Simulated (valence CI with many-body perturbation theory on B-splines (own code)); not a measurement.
E1 line list for Pt47+

Calculated by relativistic CI+MBPT: three valence electrons over a frozen Dirac-Fock core [Ar] 3d10, a basis of 11 s, 11 p, 10 d, 8 f, 5 g, 2 h functions for each j, with the one-electron correlation potential Σ1 (screened to all orders), the two-electron term Σ2, the three-electron term Σ3, Breit, model QED; selected single and double excitations, second order for the rest, scaled by the run's own slope (own B-spline code, finite nucleus).

No measured spectrum was set against this ion. As an estimate, large intervals hold to a few tenths of a per cent, small ones and those within an open d or f shell to about a per cent.

Lines 151 to 200 of 554 in falling wavelength, among levels below 7707.6 × 10³ cm⁻¹, chosen from the strongest by gf and those to the six lowest levels. Wavelengths and rates use the calculated energies. Electric multipoles are in the length gauge, E1 and E2 with the static RPA response of the core. Weak lines are less certain than strong ones. Lines between different terms over intervals too small for the method are left out, as are lines whose strength nearly cancels. Where a level lies close to another of its J and parity, the split of strength between their lines is uncertain. The highest levels of a list are the least certain.

Levels are named by their leading jj configuration (3d3/2^4 stands for four electrons in 3d with j = 3/2), which in mixed levels can hold well under half, so a name can repeat and another be missing. Letters in brackets count levels of one name in rising energy.

```tsv
λ vac (Å)	Upper	Lower	A (s⁻¹)	S (a.u.)
62.53	(4s 4p3/2 4f5/2) J=5/2 [b]	(4s 4p3/2 4d5/2) J=5/2 [a]	9.70e+10	7.02e-02
62.49	(4p1/2 4p3/2 4d5/2) J=3/2 [b]	(4p1/2 4p3/2^2) J=1/2	3.13e+11	1.51e-01
62.47	(4s 4d5/2 4f7/2) J=9/2	(4s 4p3/2 4f7/2) J=7/2 [a]	1.50e+11	1.81e-01
62.32	(4s 4p3/2 4f7/2) J=9/2 [b]	(4s 4p3/2 4d5/2) J=7/2 [a]	2.62e+11	3.13e-01
62.30	(4s 4d5/2^2) J=5/2	(4s 4p3/2 4d5/2) J=3/2 [a]	1.55e+11	1.11e-01
62.27	(4p1/2 4p3/2 4d5/2) J=1/2	(4p1/2 4p3/2^2) J=1/2	4.87e+11	1.16e-01
62.22	(4s 4d3/2 4f7/2) J=7/2 [b]	(4s 4d3/2 4d5/2) J=7/2 [a]	6.00e+10	5.70e-02
62.20	(4s 4d3/2 4d5/2) J=5/2 [a]	(4s 4p3/2 4d3/2) J=5/2 [a]	8.00e+10	5.70e-02
62.20	(4p1/2 4d3/2 4d5/2) J=1/2	(4p1/2 4p3/2 4d3/2) J=1/2 [a]	3.49e+11	8.29e-02
62.16	(4p1/2 4d5/2^2) J=7/2	(4p1/2 4p3/2 4d5/2) J=7/2 [b]	7.15e+10	6.78e-02
62.14	(4s 4d3/2 4d5/2) J=5/2 [a]	(4s 4p3/2 4d3/2) J=3/2 [a]	1.12e+11	7.94e-02
62.07	(4s^2 4d5/2) J=5/2	(4s^2 4p3/2) J=3/2	2.94e+11	2.08e-01
61.97	(4s 4p3/2 4f5/2) J=3/2 [a]	(4s 4p3/2 4d3/2) J=3/2 [b]	1.31e+11	6.15e-02
61.95	(4s 4p1/2 4d5/2) J=7/2	(4s 4p1/2 4p3/2) J=5/2	2.90e+11	2.72e-01
61.93	(4s 4d5/2 4f5/2) J=3/2 [a]	(4s 4d3/2 4d5/2) J=1/2	1.31e+11	6.13e-02
61.93	(4s 4p3/2 4f7/2) J=11/2	(4s 4p3/2 4d5/2) J=9/2	3.37e+11	4.74e-01
61.93	(4s 4p3/2 4d5/2) J=1/2	(4s 4p3/2^2) J=1/2	5.22e+11	1.22e-01
61.75	(4s 4d5/2 4f5/2) J=11/2	(4s 4p3/2 4f7/2) J=9/2 [a]	6.67e+10	9.30e-02
61.74	(4s 4d5/2 4f5/2) J=7/2 [b]	(4s 4p3/2 4f5/2) J=5/2 [a]	7.14e+10	6.63e-02
61.41	(4s 4d5/2 4f7/2) J=9/2	(4s 4p3/2 4f7/2) J=9/2 [a]	3.32e+11	3.79e-01
61.36	(4s 4d5/2 4f5/2) J=7/2 [a]	(4s 4d3/2 4d5/2) J=5/2 [b]	1.62e+11	1.48e-01
61.25	(4p3/2^2 4d5/2) J=3/2	(4p3/2^3) J=3/2	7.74e+11	3.51e-01
61.21	(4s 4d5/2 4f5/2) J=5/2 [b]	(4s 4p3/2 4f5/2) J=3/2 [a]	1.69e+11	1.14e-01
61.16	(4s 4d5/2 4f7/2) J=5/2	(4s 4p3/2 4f7/2) J=5/2 [a]	1.37e+11	9.29e-02
61.15	(4s 4p3/2 4f7/2) J=7/2 [b]	(4s 4p3/2 4d3/2) J=5/2 [b]	1.44e+11	1.30e-01
61.14	(4s 4d3/2 4d5/2) J=3/2 [a]	(4s 4p3/2 4d3/2) J=1/2 [a]	2.19e+11	9.87e-02
61.13	(4p1/2 4p3/2 4d5/2) J=7/2 [b]	(4p1/2 4p3/2^2) J=5/2	6.34e+11	5.72e-01
61.12	(4s 4d3/2 4d5/2) J=3/2 [a]	(4s 4p3/2 4d3/2) J=3/2 [a]	1.33e+11	6.01e-02
61.05	(4s 4d5/2 4f7/2) J=7/2	(4s 4p3/2 4f7/2) J=7/2 [a]	1.32e+11	1.19e-01
61.01	(4s 4d5/2^2) J=7/2	(4s 4p3/2 4d5/2) J=5/2 [a]	1.14e+11	1.02e-01
60.98	(4s 4d5/2 4f5/2) J=7/2 [b]	(4s 4p3/2 4f5/2) J=7/2	1.22e+11	1.09e-01
60.98	(4s 4p1/2 4d5/2) J=5/2 [a]	(4s 4p1/2 4p3/2) J=3/2 [a]	3.95e+11	2.65e-01
60.90	(4s 4p3/2 4d5/2) J=7/2 [a]	(4s 4p3/2^2) J=5/2	2.31e+11	2.06e-01
60.83	(4s 4p3/2 4f7/2) J=7/2 [c]	(4s 4p3/2 4d5/2) J=7/2 [b]	6.47e+10	5.75e-02
60.77	(4s 4d5/2^2) J=9/2 [a]	(4s 4p3/2 4d5/2) J=9/2	9.90e+10	1.10e-01
60.77	(4s 4d5/2 4f5/2) J=1/2 [a]	(4s 4p3/2 4f5/2) J=1/2	2.60e+11	5.77e-02
60.71	(4s 4d5/2 4f5/2) J=9/2 [a]	(4s 4d3/2 4d5/2) J=7/2 [b]	6.88e+10	7.60e-02
60.69	(4s 4p3/2 4d5/2) J=3/2 [b]	(4s 4p3/2^2) J=1/2	4.00e+11	1.77e-01
60.69	(4s 4d5/2 4f5/2) J=3/2 [b]	(4s 4p3/2 4f5/2) J=3/2 [a]	1.39e+11	6.13e-02
60.64	(4s 4d5/2^2) J=7/2	(4s 4p3/2 4d3/2) J=5/2 [b]	1.05e+11	9.27e-02
60.64	(4s 4p3/2 4d5/2) J=5/2 [b]	(4s 4p3/2^2) J=3/2	8.13e+11	5.37e-01
60.64	(4s 4d5/2^2) J=5/2	(4s 4p3/2 4d5/2) J=5/2 [a]	3.42e+11	2.26e-01
60.63	(4s 4p3/2 4d3/2) J=7/2	(4s^2 4d5/2) J=5/2	8.11e+10	7.14e-02
60.61	(4s 4p1/2 4f5/2) J=5/2 [b]	(4s 4p1/2 4d3/2) J=3/2 [b]	1.06e+11	7.02e-02
60.55	(4p1/2 4p3/2 4d5/2) J=5/2 [b]	(4p1/2 4p3/2^2) J=5/2	1.10e+11	7.23e-02
60.52	(4p1/2 4p3/2 4f5/2) J=5/2 [b]	(4p1/2 4p3/2 4d3/2) J=3/2 [b]	2.94e+11	1.93e-01
60.51	(4s 4d3/2 4d5/2) J=7/2 [b]	(4s 4p3/2 4d3/2) J=5/2 [a]	7.99e+10	6.99e-02
60.48	(4s 4d5/2 4f5/2) J=9/2 [b]	(4s 4d5/2^2) J=9/2 [a]	5.03e+10	5.49e-02
60.44	(4s 4d5/2^2) J=9/2 [b]	(4s 4p3/2 4d5/2) J=7/2 [a]	4.19e+11	4.56e-01
60.41	(4p1/2 4p3/2 4d5/2) J=5/2 [b]	(4p1/2 4p3/2^2) J=3/2	8.55e+11	5.58e-01
```
